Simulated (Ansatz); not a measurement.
Program: Ansatz. Geometries: PBE0-D4/def2-TZVP. ΔE: electronic, gas phase. CCSD(T)/CBS is the MP2 limit (def2-TZVPP, def2-QZVPP) plus CCSD(T) − MP2 in def2-TZVPP, frozen cores. DFT in def2-TZVPP. For Ga outer-core shells are correlated without core-valence functions, which leaves a few kJ/mol of doubt a bond. Scalar relativity is left out up to krypton. Each species was taken in one conformer, which may not be the lowest.

`[CH3][Ga]([CH3])[OH]` → `C[O][GaH][CH3]`  (isomerisation)

CCSD(T)/CBS gives +24.3 kcal/mol.

(1) Another level gave +21.3 kcal/mol. Which?
A. LDA (SPW92)/def2-TZVPP
B. PBE0-D4/def2-TZVPP
C. MP2/def2-TZVPP
D. B97M-V/def2-TZVPP

Largest T1 diagnostic among the species: 0.014.

Results:

(1) A. LDA (SPW92) 21.3, PBE0-D4 22.3, MP2/def2-TZVPP 25.2, B97M-V 19.9 kcal/mol.

Leaving LDA and LC-ωPBE aside and taking each functional with its dispersion term where it has one, the values, not all of them listed here, spread over 3.5 kcal/mol, from B97M-V to PBE-QIDH. LDA lies −0.9 kcal/mol from PBE without D4. In def2-TZVPP, CCSD(T) changes the Hartree–Fock value by +3.8 kcal/mol (the triples alone add +0.2 kcal/mol) and MP2 by +5.9 kcal/mol. At CCSD(T), def2-SVP lies −5.8 kcal/mol from the extrapolated value and def2-TZVPP −1.2 kcal/mol.
